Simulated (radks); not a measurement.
Results of a calculation; reference values are marked as such.
Species: B+. Configuration: [He] 2p2 (not the ground configuration). Code: a radial shooting solver on a logarithmic mesh with Libxc functionals. Model: non-relativistic Kohn-Sham, AM05, spin-unpolarised, spherical densities, point nucleus.

Radial electron density D(r) = 4 pi r^2 rho(r):

```
   r/bohr * D(r) (the largest magnitude, 4.91, reaches the edge; | marks zero)
  0.01374 | *
  0.01692 | *
  0.02067 |  *
  0.02545 |    *
  0.03133 |      *
  0.03858 |         *
   0.0475 |             *
  0.05848 |                 *
  0.07142 |                       *
  0.08794 |                              *
   0.1083 |                                      *
   0.1333 |                                             *
   0.1641 |                                                   *
   0.2021 |                                                      *
   0.2488 |                                                     *
   0.3039 |                                                *
   0.3741 |                                      *
   0.4606 |                            *
   0.5672 |                  *
   0.6983 |            *
   0.8597 |          *
     1.05 |          *
    1.293 |          *
    1.592 |          *
     1.96 |        *
    2.413 |     *
    2.971 |  *
    3.629 |*
    4.468 *
    5.501 *
    6.773 *
```

D(r) has 2 maxima, at r = 0.214, 1.38 bohr, and minima at 0.946 bohr, inside which lie 2.26 electrons.
